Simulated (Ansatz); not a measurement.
HKS (`[SH][K]`), 3 atoms. The species carries charge 0 and has multiplicity 1. Correlated methods include outer-core shells of K, which these sets cover unevenly. Scalar relativity is left out up to krypton. Hardware: A = 2 threads of an AMD EPYC 7R13 on a shared host; B = 2 threads of an AMD EPYC 7R13 on a shared host and a share of an NVIDIA H100 80 GB. Correlated methods freeze the cores. Open-shell runs search over several starts.

(1) How many basis functions does each run have, and how long does it take in Ansatz? RKS ωB97M-V/def2-TZVPP energy and forces [A]; RKS SPW92 (LDA)/def2-TZVPP energy [A]; direct RPA on PBE orbitals/def2-TZVPP energy [A]; UKS B2PLYP (frozen core)/def2-TZVPP energy of the cation [A]; RHF-CCSD(T)/def2-QZVPP energy [A]; UHF-CCSD(T)/def2-QZVPP energy of the cation [B]; UKS B3LYP-D4/def2-TZVPP energy of the cation [A]; UKS PBE0-D4/def2-TZVPP energy of the cation [A]; RKS PBE0-D4/def2-TZVP frequencies [A]; RHF-CCSD(T)/def2-TZVPP energy [A]; RKS ωB97M-V/def2-SVP energy [A]; RKS PBE0-D4/def2-TZVPP energy [A]. (Best estimate.)

## Answers

(1) Ansatz gave: Other jobs shared the machine, so times are rough.

```
                                level                       job  functions  wall time  peak host memory (GiB)
           RKS SPW92 (LDA)/def2-TZVPP                energy [A]         89     0.67 s                    0.19
direct RPA on PBE orbitals/def2-TZVPP                energy [A]         89      1.7 s                    0.19
               RKS PBE0-D4/def2-TZVPP                energy [A]         89      1.7 s                    0.19
               RHF-CCSD(T)/def2-TZVPP                energy [A]         89      2.3 s                    0.24
                 RKS ωB97M-V/def2-SVP                energy [A]         47        4 s                    0.22
              UKS B3LYP-D4/def2-TZVPP  energy of the cation [A]         89        4 s                    0.28
               UKS PBE0-D4/def2-TZVPP  energy of the cation [A]         89      4.3 s                    0.29
  UKS B2PLYP (frozen core)/def2-TZVPP  energy of the cation [A]         89      4.3 s                    0.22
               RKS ωB97M-V/def2-TZVPP     energy and forces [A]         89        5 s                    0.26
               UHF-CCSD(T)/def2-QZVPP  energy of the cation [B]        170        8 s                    0.81
                RKS PBE0-D4/def2-TZVP           frequencies [A]         76      9.5 s                    0.19
               RHF-CCSD(T)/def2-QZVPP                energy [A]        170       13 s                    0.98
```

B3LYP here is the variant with VWN-RPA as its local correlation; programs differ in this.
